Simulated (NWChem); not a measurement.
# Lowest excitation of H2Ge

```
Ge
H 1 1.6055
H 1 1.6055 2 90.73
```
Charge 0, spin multiplicity 1.

Program: NWChem. Structure: optimised with B3LYP/def2-SVP, a minimum by its harmonic frequencies.

Basis set: def2-SVPD.

The Hamiltonian is non-relativistic. The correlated methods keep 9 core orbitals frozen. B3LYP has NWChem's definition, with VWN1-RPA local correlation. The structure started from a generated list of species. Coupled-cluster values serve here as a point of comparison, not as the truth.

For the lowest vertical singlet excitation energy, CIS gives 2.66 eV and TD-PBE gives 2.39 eV. What do TD-B3LYP, TD-PBE0, EOM-CCSD give?

TD-B3LYP: 2.43 eV; TD-PBE0: 2.44 eV; EOM-CCSD: 2.53 eV.
